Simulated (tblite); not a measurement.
Record of a relaxation.

C8H5BrO.
Atom-mapped SMILES: `[Br:1][c:2]1[o:3][cH:4][c:5]2[cH:6][cH:7][cH:8][cH:9][c:10]12` (hydrogens: H11 on C4; H12 on C6; H13 on C7; H14 on C8; H15 on C9)

Computed with GFN2-xTB (tblite), gas phase: L-BFGS steps from a force-field or distance-geometry start until the largest atomic force falls under 0.01 eV/Å. 9 of its 26 geometries are shown.

Step 0: E = -756.1079 eV, largest atomic force 3.439 eV/Å
```
atom  x, y, z in Å  |  force x, y, z in eV/Å
Br1     3.185    1.996   -0.317   -0.378  -0.830   0.155
C2      2.013    0.515   -0.056    1.113  -1.393   0.418
O3      2.482   -0.761    0.231   -0.860   1.032  -0.349
C4      1.383   -1.566    0.353    2.164  -0.131   0.202
C5      0.241   -0.845    0.185    0.410  -1.040   0.126
C6     -1.070   -1.306    0.231   -2.120   2.650  -0.559
C7     -1.966   -0.241   -0.014    0.422  -0.752   0.256
C8     -1.564    1.120   -0.273    0.750   0.063  -0.075
C9     -0.222    1.556   -0.327   -3.183  -0.691   0.090
C10     0.640    0.499   -0.081    1.035   0.709  -0.152
H11     1.599   -2.611    0.579   -0.217   0.615  -0.140
H12    -1.378   -2.325    0.434    0.182   0.372  -0.085
H13    -3.041   -0.464    0.013    0.487   0.279  -0.088
H14    -2.355    1.848   -0.453    0.175  -0.285   0.090
H15     0.049    2.592   -0.527    0.020  -0.599   0.113
```

Step 3: E = -756.5562 eV, largest atomic force 0.584 eV/Å
```
atom  x, y, z in Å  |  force x, y, z in eV/Å
Br1     3.172    1.946   -0.307    0.186  -0.197   0.044
C2      2.036    0.486   -0.043   -0.145   0.189  -0.025
O3      2.498   -0.737    0.221    0.195  -0.122   0.027
C4      1.441   -1.558    0.359   -0.021   0.108  -0.024
C5      0.266   -0.866    0.185    0.092   0.232  -0.056
C6     -1.102   -1.239    0.219    0.422   0.322  -0.040
C7     -1.984   -0.227   -0.013    0.232  -0.243   0.066
C8     -1.589    1.110   -0.276    0.249   0.147  -0.019
C9     -0.291    1.524   -0.320    0.104  -0.464   0.093
C10     0.661    0.507   -0.084   -0.193  -0.292   0.042
H11     1.600   -2.592    0.574    0.231  -0.062   0.019
H12    -1.369   -2.275    0.423   -0.056   0.423  -0.087
H13    -3.026   -0.448    0.007   -0.557   0.004  -0.031
H14    -2.352    1.833   -0.449   -0.500   0.294  -0.070
H15     0.036    2.544   -0.518   -0.240  -0.340   0.059
```

Step 6: E = -756.6161 eV, largest atomic force 0.290 eV/Å
```
atom  x, y, z in Å  |  force x, y, z in eV/Å
Br1     3.187    1.919   -0.301    0.284   0.059  -0.004
C2      2.036    0.487   -0.041    0.064   0.032  -0.020
O3      2.514   -0.735    0.219   -0.091   0.011   0.023
C4      1.458   -1.555    0.360    0.019  -0.127  -0.004
C5      0.283   -0.864    0.182   -0.036  -0.061   0.033
C6     -1.083   -1.209    0.215   -0.096  -0.030  -0.004
C7     -1.992   -0.224   -0.012   -0.106   0.062  -0.031
C8     -1.604    1.115   -0.278   -0.146   0.034   0.011
C9     -0.299    1.491   -0.314   -0.085   0.076  -0.031
C10     0.661    0.493   -0.082    0.104   0.017   0.004
H11     1.620   -2.589    0.574    0.212  -0.057   0.018
H12    -1.370   -2.228    0.413   -0.060  -0.052   0.017
H13    -3.050   -0.442    0.003    0.012  -0.053   0.009
H14    -2.380    1.843   -0.451   -0.046   0.040  -0.008
H15     0.015    2.503   -0.511   -0.028   0.050  -0.013
```

Step 9: E = -756.6309 eV, largest atomic force 0.173 eV/Å
```
atom  x, y, z in Å  |  force x, y, z in eV/Å
Br1     3.229    1.915   -0.299    0.036  -0.166   0.035
C2      2.043    0.492   -0.043   -0.030  -0.014   0.010
O3      2.510   -0.734    0.222    0.084   0.014  -0.017
C4      1.462   -1.564    0.359    0.001   0.072   0.008
C5      0.284   -0.868    0.185   -0.044   0.039  -0.025
C6     -1.088   -1.202    0.213   -0.059  -0.024   0.003
C7     -2.003   -0.220   -0.014   -0.025   0.004   0.006
C8     -1.619    1.121   -0.277   -0.026  -0.023  -0.011
C9     -0.309    1.487   -0.314   -0.002   0.044   0.001
C10     0.665    0.494   -0.082   -0.091   0.046  -0.013
H11     1.656   -2.596    0.577    0.071   0.073  -0.015
H12    -1.380   -2.221    0.413   -0.044  -0.027   0.005
H13    -3.060   -0.448    0.003    0.058  -0.026   0.003
H14    -2.397    1.854   -0.453    0.087  -0.060   0.023
H15     0.004    2.499   -0.511   -0.015   0.047  -0.015
```

Step 12: E = -756.6365 eV, largest atomic force 0.133 eV/Å
```
atom  x, y, z in Å  |  force x, y, z in eV/Å
Br1     3.251    1.893   -0.294    0.020  -0.072   0.016
C2      2.040    0.493   -0.043   -0.030   0.028  -0.007
O3      2.513   -0.731    0.220   -0.127   0.038  -0.011
C4      1.463   -1.559    0.359   -0.020   0.013  -0.003
C5      0.280   -0.867    0.184    0.033  -0.017   0.007
C6     -1.095   -1.203    0.213    0.095  -0.018   0.007
C7     -2.008   -0.219   -0.014    0.058  -0.066   0.012
C8     -1.624    1.120   -0.278    0.104   0.002   0.004
C9     -0.315    1.491   -0.315    0.029  -0.028   0.005
C10     0.660    0.498   -0.083    0.020  -0.011   0.001
H11     1.678   -2.588    0.575   -0.029   0.069  -0.015
H12    -1.389   -2.222    0.413   -0.011   0.016  -0.004
H13    -3.060   -0.455    0.004   -0.060  -0.002  -0.002
H14    -2.395    1.853   -0.451   -0.053   0.030  -0.005
H15    -0.003    2.505   -0.513   -0.030   0.018  -0.005
```

Step 16: E = -756.6383 eV, largest atomic force 0.037 eV/Å
```
atom  x, y, z in Å  |  force x, y, z in eV/Å
Br1     3.262    1.879   -0.291    0.030  -0.004   0.002
C2      2.037    0.496   -0.043    0.004  -0.002  -0.001
O3      2.507   -0.727    0.220    0.036  -0.006   0.003
C4      1.462   -1.556    0.359    0.004   0.008  -0.001
C5      0.281   -0.866    0.184   -0.009   0.020  -0.004
C6     -1.092   -1.205    0.214   -0.016   0.003   0.000
C7     -2.006   -0.222   -0.014   -0.006   0.011  -0.002
C8     -1.623    1.119   -0.277   -0.025  -0.007   0.001
C9     -0.315    1.492   -0.315   -0.013   0.012  -0.004
C10     0.659    0.499   -0.084   -0.008   0.013  -0.003
H11     1.682   -2.582    0.574   -0.030  -0.015   0.003
H12    -1.392   -2.222    0.413    0.019  -0.010   0.002
H13    -3.061   -0.456    0.004    0.022   0.005  -0.001
H14    -2.397    1.852   -0.451    0.004  -0.026   0.007
H15    -0.008    2.507   -0.514   -0.011  -0.001   0.000
```

Step 19: E = -756.6388 eV, largest atomic force 0.037 eV/Å
```
atom  x, y, z in Å  |  force x, y, z in eV/Å
Br1     3.274    1.874   -0.289   -0.006  -0.010   0.002
C2      2.037    0.499   -0.044    0.019  -0.017   0.007
O3      2.507   -0.725    0.220    0.012  -0.019  -0.004
C4      1.461   -1.555    0.358    0.000   0.006   0.009
C5      0.281   -0.863    0.184    0.005   0.009  -0.011
C6     -1.091   -1.206    0.214    0.002   0.004  -0.001
C7     -2.005   -0.223   -0.014   -0.015  -0.005   0.007
C8     -1.624    1.117   -0.277    0.004   0.004  -0.008
C9     -0.317    1.493   -0.316    0.006   0.010   0.004
C10     0.658    0.502   -0.085    0.017   0.008  -0.001
H11     1.674   -2.582    0.574   -0.008   0.010  -0.002
H12    -1.389   -2.223    0.414    0.015  -0.005   0.001
H13    -3.059   -0.455    0.003   -0.031  -0.021   0.001
H14    -2.400    1.847   -0.449   -0.018   0.005   0.000
H15    -0.013    2.509   -0.514   -0.002   0.020  -0.006
```

Step 22: E = -756.6391 eV, largest atomic force 0.022 eV/Å
```
atom  x, y, z in Å  |  force x, y, z in eV/Å
Br1     3.281    1.869   -0.288   -0.003   0.000   0.000
C2      2.040    0.498   -0.044    0.001   0.001  -0.001
O3      2.508   -0.727    0.219   -0.022  -0.001   0.002
C4      1.460   -1.553    0.358   -0.012  -0.008  -0.002
C5      0.281   -0.860    0.183    0.001   0.000   0.002
C6     -1.091   -1.205    0.214    0.007   0.007  -0.003
C7     -2.006   -0.224   -0.013   -0.001  -0.002  -0.002
C8     -1.625    1.117   -0.277    0.007  -0.001   0.004
C9     -0.318    1.495   -0.316    0.003  -0.004   0.001
C10     0.660    0.505   -0.085    0.006   0.001  -0.001
H11     1.669   -2.581    0.574    0.003  -0.001   0.001
H12    -1.384   -2.224    0.414    0.012   0.012  -0.002
H13    -3.061   -0.457    0.003   -0.002  -0.012   0.003
H14    -2.403    1.845   -0.448    0.003   0.004  -0.002
H15    -0.017    2.511   -0.515   -0.004   0.003  -0.001
```

Step 25: E = -756.6392 eV, largest atomic force 0.009 eV/Å
```
atom  x, y, z in Å  |  force x, y, z in eV/Å
Br1     3.281    1.869   -0.288    0.001  -0.002   0.000
C2      2.040    0.498   -0.044   -0.004  -0.002   0.000
O3      2.507   -0.727    0.220    0.007  -0.001   0.001
C4      1.459   -1.554    0.358    0.001   0.001  -0.001
C5      0.281   -0.860    0.183   -0.003   0.003  -0.001
C6     -1.090   -1.204    0.214   -0.004   0.002  -0.001
C7     -2.007   -0.224   -0.013    0.000   0.004  -0.001
C8     -1.625    1.117   -0.277   -0.004   0.000   0.001
C9     -0.318    1.495   -0.316   -0.003   0.002  -0.001
C10     0.661    0.505   -0.085   -0.006   0.001   0.000
H11     1.668   -2.581    0.574    0.000  -0.002   0.001
H12    -1.382   -2.223    0.414    0.003  -0.001   0.000
H13    -3.061   -0.459    0.004    0.007  -0.004   0.001
H14    -2.403    1.845   -0.449    0.009   0.001   0.000
H15    -0.017    2.512   -0.515   -0.003  -0.003   0.001
```

Problem. Summarise the path.

Solution. The energy falls by 51.27 kJ/mol from step 0 to step 25; nine tenths of that is first reached at step 4. It falls at every step. The largest force goes from 3.439 to 0.009 eV/Å. Among the bonds C6–C7 changes most, from 1.414 to 1.361 Å; the atoms move by 0.081 Å rms after alignment.

The cost below is that of the whole relaxation. Hardware: one thread of an Arm Neoverse V1, on a shared host. Cost: 0.2 s of wall time.
